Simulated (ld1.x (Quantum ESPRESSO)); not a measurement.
## Before and after: TM potential for Sn

Sn, norm-conserving Troullier–Martins (Kleinman–Bylander form), made with ld1.x (Quantum ESPRESSO) 7.5 (PBE, scalar-relativistic). Core [Kr] 4d10, reference 5s2 5p2. Waves: 5p (bound): rc 2.00 bohr; 5s (bound): rc 2.10 bohr. Local part: the s channel. Core correction: a·sin(br)/r model core, default radius (core density twice the valence density).

Change: all radii but the core radius scaled by about 1.06 (s 2.24, p 2.12 bohr).

Cutoffs: the cutoffs (Ry, on a coarse ladder) from which the occupation-weighted sum of valence levels, in a spherical-Bessel basis at the reference potential, stays within 10 and 1 mRy of its value at 400 Ry; they do not see the model core or the augmentation charge, which bear on the density cutoff. Errors are all-electron minus pseudo energies relative to the spin-unpolarised reference configuration.

Question: Predict the effect on cutoff, ghosts and configuration errors.

Answer: The potential gets softer (21 Ry and 40 Ry → 18 Ry and 30 Ry); of the 7 tests that both files solve, the error grows in 1 and shrinks in 0 by more than 15 % and 0.3 meV (median size 14.7 → 17.3 meV); neither file shows a bound ghost. A larger radius leaves more room for a smooth pseudo-wave, so fewer plane waves are needed.

| quantity | base | changed |
| --- | --- | --- |
| cutoff, loose | 21 Ry | 18 Ry |
| cutoff, tight | 40 Ry | 30 Ry |
| bound ghosts | none | none |
| error for 5s2 5p1, meV [ΔE 6.87 eV] | -8.2 | -8.1 |
| error for 5s2 5p0, meV [ΔE 20.83 eV] | -64 | -62 |
| error for 5s1 5p0, meV [ΔE 51.80 eV] | -337 | -331 |
| error for 5s0 5p4, meV [ΔE 14.19 eV] | -57 | -69 |
| error for 5s2 5p2.3, meV [ΔE -0.85 eV] | +0.1 | +0.1 |
| error for 5s1 5p3, meV [ΔE 6.98 eV] | -15 | -17 |
| error for 5s2 5p1.5, meV [ΔE 2.62 eV] | -1.6 | -1.6 |
